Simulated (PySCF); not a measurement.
All values below come from TPSSh-D3(BJ)/def2-TZVP // BP86-D3(BJ)/def2-SVP (PySCF). Gas-phase values, no solvent. One relaxed conformer stands for a flexible species; it need not be the lowest. 

Reference species: [Ti(F)4] (neutral, multiplicity 1).

| Item | Result |
|---|---|
| charge on the central atom (Mulliken) | 1.66 e |
| LUMO | -3.73 eV |
| mean distance from the central atom to its bonded neighbours | 1.744 Å |
| HOMO | -11.38 eV |

After one change: the charge on the central atom (Mulliken) falls by 0.16 e; the LUMO goes up by 1.92 eV; the mean distance from the central atom to its bonded neighbours rises by 0.065 Å; the HOMO goes up by 3.31 eV.

Q: What was changed between the two runs? The new species is one of these.
A) [Ti(F)(OH)3]
B) [Ti(OH)4]
C) [Ti(F)3(OH)]
D) [Ti(F)2(OH)2]

A: B, [Ti(OH)4]
